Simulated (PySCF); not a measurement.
## NMR data sheet: C5H12O2Si

- Formula: C5H12O2Si
- SMILES: C=CO[SiH2]OC(C)C
- Point group of the computed structure: C1
- Degrees of unsaturation: 1
- Carbon signals: 4
- Proton signals: 6

Molfile (atoms numbered from 1):
```
C5H12O2Si
     RDKit          3D

 20 19  0  0  0  0  0  0  0  0999 V2000
    3.8783   -0.5623   -0.1946 C   0  0  0  0  0  0  0  0  0  0  0  0
    2.7999   -1.1417    0.3407 C   0  0  0  0  0  0  0  0  0  0  0  0
    1.5186   -0.9544   -0.0230 O   0  0  0  0  0  0  0  0  0  0  0  0
    0.8905    0.1744   -1.0985 Si  0  0  0  0  0  4  0  0  0  0  0  0
   -0.7444    0.0154   -1.0411 O   0  0  0  0  0  0  0  0  0  0  0  0
   -1.5441    0.2208    0.1190 C   0  0  0  0  0  0  0  0  0  0  0  0
   -2.1310    1.6195    0.0832 C   0  0  0  0  0  0  0  0  0  0  0  0
   -2.5995   -0.8656    0.1498 C   0  0  0  0  0  0  0  0  0  0  0  0
    3.8182    0.1502   -1.0224 H   0  0  0  0  0  0  0  0  0  0  0  0
    4.8676   -0.8040    0.1950 H   0  0  0  0  0  0  0  0  0  0  0  0
    2.8902   -1.8602    1.1635 H   0  0  0  0  0  0  0  0  0  0  0  0
    1.3059   -0.1247   -2.4914 H   0  0  0  0  0  0  0  0  0  0  0  0
    1.3559    1.5211   -0.6526 H   0  0  0  0  0  0  0  0  0  0  0  0
   -0.9111    0.1177    1.0216 H   0  0  0  0  0  0  0  0  0  0  0  0
   -2.7541    1.8075    0.9704 H   0  0  0  0  0  0  0  0  0  0  0  0
   -2.7540    1.7446   -0.8158 H   0  0  0  0  0  0  0  0  0  0  0  0
   -1.3344    2.3783    0.0569 H   0  0  0  0  0  0  0  0  0  0  0  0
   -3.2212   -0.8117   -0.7571 H   0  0  0  0  0  0  0  0  0  0  0  0
   -2.1250   -1.8567    0.1829 H   0  0  0  0  0  0  0  0  0  0  0  0
   -3.2507   -0.7574    1.0300 H   0  0  0  0  0  0  0  0  0  0  0  0
  1  2  2  0
  2  3  1  0
  3  4  1  0
  4  5  1  0
  5  6  1  0
  6  7  1  0
  6  8  1  0
  1  9  1  0
  1 10  1  0
  2 11  1  0
  4 12  1  0
  4 13  1  0
  6 14  1  0
  7 15  1  0
  7 16  1  0
  7 17  1  0
  8 18  1  0
  8 19  1  0
  8 20  1  0
M  END
```

Calculated, not measured (PySCF): coordinates at the PBE0-D3(BJ)/def2-SVP level, GIAO PBE0/pcSseg-1 shieldings. One averaged value for each set of equivalent atoms, gas phase, a single conformation, no relativistic terms.

Chemical shifts δ = σref − σ; ¹H (σ = 31.27 ppm), ¹³C (σ = 184.41 ppm), ²⁹Si (σ = 351.99 ppm) against TMS; ¹⁷O (σ = 334.56 ppm) against H2O, all at this level.

```tsv
carbon	δC, type	δH (multiplicity)	HMBC from (2–3 bonds)	span of the C tensor (ppm)
C1	95.4, CH2	H9 4.21 (m); H10 4.22 (m)	H11	163
C2	156.2, CH	6.44 (m)	H12/H13, H10, H9	187
C6	67.1, CH	4.00 (sept)	H12/H13, H15/H16/H17/H18/H19/H20	71
C7/C8	26.0, CH3	1.22 (d)	H14, H15/H16/H17/H18/H19/H20	44
```

Other nuclei:
```tsv
atoms	nucleus	environment	δ (ppm)	σ (ppm)
H12/H13	¹H	hydrogen on a silicon bonded to 2 O	5.00	26.27
Si4	²⁹Si	silicon bonded to 2 O, 2 H	-33.7	385.7
O3	¹⁷O	oxygen bonded to C, Si	135.0	199.6
O5	¹⁷O	oxygen bonded to C, Si	80.6	254.0
```

Carbon types of the structure: 2 × CH, 1 × CH2, 2 × CH3, leaving 2 H on heteroatoms. δC 156.2: alkene carbon bearing oxygen; an sp2 carbon further deshielded by the attached heteroatom. δC 95.4: β carbon of an enol-ether or enamine type C=C; the O or N lone pair pushes π density onto this β carbon and shields it. δC 67.1: sp3 CH bonded to O; pulled downfield by the heteroatom. δH 6.44: hydrogen on an alkene carbon bearing oxygen; attached to an sp2 carbon and in the plane of the double bond. δH 4.22, 4.21: hydrogen on a β carbon of an enol-ether or enamine type C=C; lone-pair donation from O or N shields it, upfield of ordinary alkene protons.

Shifts are as computed. Against solution values, carbons near 30 ppm lie about +2 ppm off and those near 130 ppm about +5 ppm. Of 1309 compounds with measured shifts, 239 miss one by over three times the rms of a fit or turn the order of signals round; such compounds aren't used in these exercises. Experimental scales use liquid or dissolved standards, which lie at an offset from isolated H2O (liquid H2O: subtract about 36 ppm). No couplings were computed; multiplicities are counted from neighbouring protons, with m where these are inequivalent, close in shift, in a saturated or five-membered ring or joined by F or P, and br s for small geminal =CH2 splittings.
